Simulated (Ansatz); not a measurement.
Mulliken charges of CH$_{5}$NSeSi, SMILES `N[SiH2]C=[Se]` from ωB97M-V/def2-TZVPP in Ansatz (PBE0-D4/def2-TZVP geometry).

| atom | x (Å) | y (Å) | z (Å) | charge (e) |
| --- | --- | --- | --- | --- |
| N1 | -0.649 | 0.790 | -1.068 | -0.375 |
| Si2 | 0.590 | -0.170 | -0.407 | 0.403 |
| C3 | 0.037 | -0.714 | 1.298 | -0.265 |
| Se4 | -1.414 | -0.135 | 2.097 | -0.046 |
| H5 | -0.538 | 1.353 | -1.893 | 0.112 |
| H6 | -1.364 | 1.135 | -0.445 | 0.133 |
| H7 | 0.862 | -1.392 | -1.215 | -0.046 |
| H8 | 1.906 | 0.513 | -0.225 | -0.055 |
| H9 | 0.658 | -1.427 | 1.842 | 0.140 |

**Question.** By hand: the dipole of these point charges (1 e Å = 4.8032 D).

**Answer.** Σ q r = (0.242, -0.031, -0.149) e Å, of length 0.286 e Å = 1.37 D.

**Question.** How does the dipole of the full density compare? (Best estimate.)

**Answer.** Computed: (0.121, 0.119, -0.178) e Å, 1.18 D; the point charges give 1.16 times that, at 42° from its direction.

Point charges leave out the atoms' own dipoles, such as those of lone pairs, and Mulliken's split depends on the basis, so the two needn't agree.
